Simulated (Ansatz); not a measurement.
Si₇W₃⁻. Charge -1, multiplicity 2. Geometry PBE-D4/def2-SVP.

```xyz
10

W     1.237   -1.370   -0.766
W    -2.170    0.429    0.672
W     1.192    1.423    0.687
Si   -1.087    2.170   -0.599
Si   -0.087   -0.752    1.166
Si    0.696    0.889   -1.710
Si   -1.170   -0.997   -1.090
Si    2.358   -0.555    1.377
Si   -0.198   -3.004   -1.845
Si   -0.770    1.768    2.107
```

In the def2 sets W takes a core potential; there is no spin–orbit coupling. B3LYP takes the VWN-RPA correlation. At PBE-D4/def2-SVP, PBE-D4/def2-SVPD, r2SCAN-D4/def2-SVP, B3LYP-D4/def2-SVP and others the charge -1 doublet is spin-contaminated (final ⟨S²⟩ up to 1.79, 0.75 for a pure state). At PBE0-D4/def2-SVP a quartet of charge -1 lies 0.18 eV below the doublet, each at its own geometry. The structure comes from a short search, and lower isomers may exist.

Task: Estimate the α-spin orbital energies around the gap (eV) in Ansatz with PBE-D4/def2-SVP, PBE-D4/def2-SVPD, r2SCAN-D4/def2-SVP, B3LYP-D4/def2-SVP, PBE0-D4/def2-SVPD.

Result: 
```
orbital  PBE-D4/def2-SVP  PBE-D4/def2-SVPD  r2SCAN-D4/def2-SVP  B3LYP-D4/def2-SVP  PBE0-D4/def2-SVPD
 HOMO−9            -2.69             -2.69               -2.99              -3.37              -3.72
 HOMO−8            -2.33             -2.32               -2.56              -2.90              -3.23
 HOMO−7            -2.28             -2.27               -2.55              -2.88              -3.19
 HOMO−6            -1.81             -1.81               -2.06              -2.38              -2.69
 HOMO−5            -1.77             -1.78               -1.97              -2.27              -2.52
 HOMO−4            -1.60             -1.61               -1.83              -2.12              -2.42
 HOMO−3            -1.47             -1.47               -1.68              -1.97              -2.27
 HOMO−2            -1.23             -1.24               -1.57              -1.77              -2.10
 HOMO−1            -1.03             -1.04               -1.23              -1.43              -1.72
   HOMO            -0.89             -0.89               -1.10              -1.31              -1.62
   LUMO            -0.45             -0.46               -0.41               0.10               0.10
 LUMO+1            -0.22             -0.24               -0.27               0.32               0.28
 LUMO+2            -0.12             -0.15               -0.12               0.37               0.39
 LUMO+3             0.10              0.07                0.07               0.64               0.59
 LUMO+4             0.31              0.30                0.42               0.92               1.01
 LUMO+5             0.52              0.48                0.52               1.06               1.04
 β HOMO            -0.85             -0.86               -1.03              -1.23              -1.51
 β LUMO            -0.60             -0.61               -0.54               0.00               0.07
```
